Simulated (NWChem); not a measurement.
Everything below was run with NWChem. System: CH$_{2}$ClF, charge 0, spin multiplicity 1, at a geometry optimised with PBE0/def2-SVP. The structure started from a generated list of species. Level: G0W0@PBE/def2-TZVPD, RI basis def2-tzvpd-rifit.

The NWChem input:

```
start mol
memory heap 200 mb stack 700 mb global 1700 mb
geometry units angstroms nocenter noautoz
  F      1.347113    -0.767198     0.000000
  C      0.688054     0.404833     0.000000
  Cl    -1.066476     0.148845     0.000000
  H      0.938872     0.972710     0.907841
  H      0.938872     0.972710    -0.907841
  symmetry group Cs
end
basis spherical
  * library def2-tzvpd
end
basis "ri basis" bse spherical
  * library def2-tzvpd-rifit
end
dft
  xc xpbe96 cpbe96
  iterations 100
  direct
  tolerances tight
end
task dft energy
gw
  states alpha occ 4 vir 2
end
task dft gw
```

Part of the output:

```
             Northwest Computational Chemistry Package (NWChem) 7.3.0
             --------------------------------------------------------

                                NWChem Input Module
                                -------------------

 Scaling coordinates for geometry "geometry" by  1.889725989
 (inverse scale =  0.529177249)

 Turning off AUTOSYM since
 SYMMETRY directive was detected!

                             Geometry "geometry" -> ""
                             -------------------------

 Output coordinates in angstroms (scale by  1.889725989 to convert to a.u.)

  No.       Tag          Charge          X              Y              Z
 ---- ---------------- ---------- -------------- -------------- --------------
    1 F                    9.0000     1.34711300    -0.76719800     0.00000000
    2 C                    6.0000     0.68805400     0.40483300     0.00000000
    3 Cl                  17.0000    -1.06647600     0.14884500     0.00000000
    4 H                    1.0000     0.93887200     0.97271000     0.90784100
    5 H                    1.0000     0.93887200     0.97271000    -0.90784100

 Effective nuclear repulsion energy (a.u.)     101.5275687802

            Nuclear Dipole moment (a.u.)
            ----------------------------
        X                 Y               Z
 ---------------- ---------------- ----------------
    -0.0000132281     0.0000018897     0.0000000000

      Symmetry information
      --------------------

 Group name             Cs
 Group number              2
 Group order               2
 No. of unique centers     4

      Symmetry unique atoms

     1    2    3    4


 Summary of "ao basis" -> "" (spherical)
 ------------------------------------------------------------------------------
       Tag                 Description            Shells   Functions and Types
 ---------------- ------------------------------  ------  ---------------------
 *                         def2-tzvpd                 on all atoms

 new library libraries.bse/

 Summary of "ri basis" -> "" (spherical)
 ------------------------------------------------------------------------------
[...]
     ---------------------------------

     L   x y z        total         alpha         beta         nuclear
     -   - - -        -----         -----         ----         -------
     0   0 0 0     -0.000000    -17.000000    -17.000000     34.000000

     1   1 0 0      0.337008      0.168511      0.168511     -0.000013
     1   0 1 0      0.571900      0.285949      0.285949      0.000002
     1   0 0 1     -0.000000     -0.000000     -0.000000      0.000000

     2   2 0 0    -18.417497    -81.114271    -81.114271    143.811045
     2   1 1 0      1.660609     16.011458     16.011458    -30.362306
     2   1 0 1     -0.000000     -0.000000     -0.000000      0.000000
     2   0 2 0    -18.124134    -24.327716    -24.327716     30.531297
     2   0 1 1     -0.000000     -0.000000     -0.000000      0.000000
     2   0 0 2    -17.558671    -11.722519    -11.722519      5.886366

 Task  times  cpu:       15.0s     wall:       15.0s

                                NWChem Input Module
                                -------------------

                                 NWChem GW Module
                                 ----------------

                             ***********************
                             ***        GW       ***
                             ***********************

 Summary of "ri basis" -> "ri basis" (spherical)
 ------------------------------------------------------------------------------
       Tag                 Description            Shells   Functions and Types
 ---------------- ------------------------------  ------  ---------------------
 F                      def2-tzvpd-rifit            26       92   9s7p5d4f1g
 C                      def2-tzvpd-rifit            26       92   9s7p5d4f1g
 Cl                     def2-tzvpd-rifit            33      129   10s8p7d6f2g
 H                      def2-tzvpd-rifit            10       24   5s3p2d

                 Memory Information
                 ------------------
          Available GA per process is          1699.8 MBs
          Available stack per process is        700.0 MBs
          Available heap per process is           0.0 MBs

          Peak memory in Initialization
              Peak GA per process is                  8.5 MBs
              Peak stack per process is               0.2 MBs
              Peak heap per process is                8.9 MBs
              Memory not in MA per process            0.0 MBs

          Peak memory in AFF Calculation
              Peak GA per process is                 47.0 MBs
              Peak stack per process is              33.9 MBs
              Peak heap per process is                0.0 MBs
              Memory not in MA per process           33.9 MBs

          Computing 2-center integrals
          Computing Inverse Cholesky factor
          Computing 3-center integrals
          Computing V_xc ...

          Computing Sigma_x
          Computing RPA polarizability
          Solving quasiparticle equations

                  Alpha Orbitals
          State     Energy (eV)     Error (eV)
          -----------------------------------
@GW        14        -13.254           0.003
@GW        15        -12.989           0.003
@GW        16        -11.385           0.002
@GW        17        -11.014           0.002
@GW        18          2.099           0.002
@GW        19          1.897           0.004

   Applying  -3.6153 eV scissor-shift to rest of particle states

   Applying   2.9334 eV scissor-shift to rest of hole states

     GW Timing Statistics
   ------------------------
   Init.   :          0.1s
     ERIs  :          1.4s
     Distr.:          0.0s
     Vxc   :          0.2s
   Sigma_x :          0.0s
   RPA     :          2.0s
   Wmn     :          0.0s
   Sigma_c :          0.0s
   GW total:          3.8s

 Task  times  cpu:        3.8s     wall:        3.8s

 Total times  cpu:       18.9s     wall:       18.9s
```
